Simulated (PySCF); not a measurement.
# Excitation energy of Ge by level of theory

Ge [Ar] 3d10 4s2 4p2 (3P) → Ge [Ar] 3d10 4s1 4p2 5s1 (5P), as a difference of total energies. All numbers are calculated (PySCF 2.14, scalar relativity through the core potential, in aug-cc-pVDZ-PP with ECP10MDF). Correlated levels: valence: 3s2 3p6 3d10 frozen. The calculations carry no spin-orbit coupling.

```csv
method,excitation energy (eV)
UHF,9.312
MP2 (valence),10.101
SCS-MP2 (valence),10.370
CCSD (valence),10.380
CCSD(T) (valence),10.401
CCSDT (valence),10.408
FCI (valence),10.409
```

**Question.** How much does correlation contribute at CCSD(T) (valence)?

**Answer.** 10.401 − (9.312) = 1.089 eV, measured against UHF.

The upper state lies above the first ionisation limit, but in LS coupling its spin forbids autoionisation to the ground ion. A Rydberg-like electron needs more diffuse functions than a valence basis has.

The promoted electron is Rydberg-like, and one or two diffuse shells describe it only roughly, which tends to raise the upper state.
